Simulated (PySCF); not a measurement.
**Telling isomers of C6H11PSi apart by NMR**

PySCF calculation with GFN2-xTB structure and NMR shieldings at PBE0/pcSseg-1/GIAO; one conformer, equivalent nuclei averaged, no solvent, non-relativistic Hamiltonian.

δ = σ(ref) − σ, references computed at the same level: ¹H (σref 31.72) and ¹³C (σref 186.93) vs TMS. Splittings of carbon signals by F and P are missing where no couplings were computed. Where no couplings were computed, multiplicities follow the n + 1 count of equivalent neighbours, and m marks all less simple cases (inequivalent or close neighbours, rings, F or P nearby). Shifts are as computed. Against solution values, carbons near 30 ppm lie about +3 ppm off and those near 130 ppm about +5 ppm. Of 1211 compounds with measured shifts, 218 miss one by over three times the rms of a fit or turn the order of signals round; such compounds aren't used in these exercises.

(1) Tabulate the signals of `C#C/P=C/[Si](C)(C)C`, `[SiH3]CP1C=CCC=C1`, `C[Si@@H](P)C#CC1CC1`, `C[SiH2]P1C=CCC=C1`, `Cc1[pH]cc([SiH3])c1C` and their relative energies.

(2) What is the quickest way to tell C[Si@@H](P)C#CC1CC1 from Cc1[pH]cc([SiH3])c1C?

(3) What is the quickest way to tell C[Si@@H](P)C#CC1CC1 from C[SiH2]P1C=CCC=C1?

(4) What is the quickest way to tell [SiH3]CP1C=CCC=C1 from C[SiH2]P1C=CCC=C1?

Answers

(1) 
```tsv
SMILES	carbon types	δC	δH	E rel. (kcal/mol)
C#C/P=C/[Si](C)(C)C	1×C 2×CH 3×CH3	231.8, 111.5, 96.0, 2.4	11.07 (m, 1H), 3.64 (m, 1H), 0.19 (s, 9H)	24.0
[SiH3]CP1C=CCC=C1	4×CH 2×CH2	136.9, 136.9, 33.1, 4.2	6.53 (m, 2H), 6.25 (m, 2H), 3.82 (m, 3H), 2.90 (m, 2H), 0.85 (m, 2H)	12.1
C[Si@@H](P)C#CC1CC1	2×C 1×CH 2×CH2 1×CH3	123.5, 82.7, 11.9, 11.8, 3.3, -0.9	4.66 (m, 1H), 1.35 (m, 1H), 1.28 (m, 2H), 0.79 (m, 1H), 0.78 (m, 1H), 0.69 (m, 1H), 0.69 (m, 1H), 0.33 (m, 3H)	26.1
C[SiH2]P1C=CCC=C1	4×CH 1×CH2 1×CH3	133.7, 128.3, 32.4, -8.4	6.20 (m, 2H), 6.10 (m, 2H), 4.24 (m, 2H), 3.13 (m, 2H), 0.30 (m, 3H)	0.0
Cc1[pH]cc([SiH3])c1C	3×C 1×CH 2×CH3	157.1, 154.4, 151.1, 146.9, 17.0, 15.7	7.15 (m, 1H), 5.05 (m, 1H), 4.39 (s, 3H), 2.32 (s, 3H), 2.31 (m, 3H)	6.0
```

Energies are electronic energies at PBE0/pcSseg-1 on these geometries, without zero-point or thermal terms, each for the one conformer computed, which needn't be the lowest.

(2) Both give the same number of carbon signals, but DEPT or the intensities differ. The first has an alkyne carbon (C) at 82.7 ppm, the second a unsaturated ring CH at 151.1 ppm. Their most deshielded carbons lie at 123.5 and 157.1 ppm. In the proton spectra the most deshielded non-exchanging signals are 4.66 (m, 1H) and 7.15 (m, 1H).

(3) Count the carbon signals: 6 against 4. The first has an alkyne carbon (C) at 123.5 ppm, the second an alkene CH at 133.7 ppm. In the proton spectra the most deshielded non-exchanging signals are 4.66 (m, 1H) and 6.20 (m, 2H).

(4) Both give the same number of carbon signals, but DEPT or the intensities differ. The first has an sp3 CH2 bonded to P and Si at 4.2 ppm, the second a methyl carbon bonded to Si (CH3) at -8.4 ppm. Their most deshielded carbons lie at 136.9 and 133.7 ppm.
